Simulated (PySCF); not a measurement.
**Excitation energy of Mo²⁺ by level of theory**

Mo²⁺ [Kr] 4d4 (5D) → Mo²⁺ [Kr] 4d3 5p1 (high-spin determinant), as a difference of total energies. Computed with PySCF 2.14 in Sapporo-DKH3-TZP-2012 (9s7p5d2f1g, 78 functions), with the spin-free X2C one-electron Hamiltonian (Gaussian nucleus). Correlated levels: valence and next inner shell: [Ar] 3d10 frozen. The calculations carry no spin-orbit coupling.

```
                                method  excitation energy (cm⁻¹)
                                   UHF                     73811
    MP2 (valence and next inner shell)                     77129
SCS-MP2 (valence and next inner shell)                     76101
   CCSD (valence and next inner shell)                     76106
CCSD(T) (valence and next inner shell)                     76001
```

The basis was made for the ground configuration and has no added diffuse functions, so the excitation energy can come out too high.

The determinant of the upper state mixes LS terms, which raises its energy above the lowest term, most at the Hartree-Fock and MP2 levels.
